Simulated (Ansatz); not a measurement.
System: CH$_{13}$NSi$_{4}$, charge 0, multiplicity 1. 
Geometry from a B3LYP-D3(BJ)/def2-TZVP (Ansatz, an electronic-structure program) optimisation:
SMILES: C[Si]([SiH3])([SiH3])N[SiH3]
```xyz
19

C     -1.1084    -0.1146     2.1778
Si    -0.4275    -0.1198     0.4229
Si    -0.4267     2.0694    -0.4291
Si    -1.8277    -1.4336    -0.9355
N      1.1890    -0.7758     0.3935
Si     2.6384    -0.1223    -0.2833
H     -0.4885     0.5037     2.8300
H     -2.1280     0.2764     2.1991
H     -1.1300    -1.1263     2.5901
H      0.1640     2.1303    -1.7882
H      0.2956     3.0226     0.4493
H     -1.8441     2.5057    -0.5192
H     -1.4074    -1.3564    -2.3573
H     -1.7535    -2.8595    -0.5155
H     -3.2473    -1.0049    -0.8445
H      1.2596    -1.7372     0.7032
H      2.8511    -0.4852    -1.7076
H      3.8058    -0.6154     0.4860
H      2.5583     1.3528    -0.1971
```
Charge 0, spin multiplicity 1.

Computed values are from Ansatz. Correlated levels leave the core frozen unless marked. UHF or UKS for open shells. No spin-orbit coupling. No relativistic terms. Basis-set limits of correlation are two-point, X^-3; Hartree-Fock from the larger set. The bracket is a focal-point correction in the basis named.

```
Item                                                                                                          Value
---------------------  --------------------------------------------------------------------------------------------
atomisation energy De  1471.0 kcal/mol at RI-MP2/CBS(aug-cc-pV(T+d)Z,aug-cc-pV(Q+d)Z)+[CCSD(T)-MP2]/aug-cc-pV(T+d)Z
total energy             -1256.9347 Eh at RI-MP2/CBS(aug-cc-pV(T+d)Z,aug-cc-pV(Q+d)Z)+[CCSD(T)-MP2]/aug-cc-pV(T+d)Z
dipole moment                                                                     1.40 D at CCSD(T)/aug-cc-pV(D+d)Z
T1 diagnostic                                                                         0.013 at CCSD/aug-cc-pV(T+d)Z
```
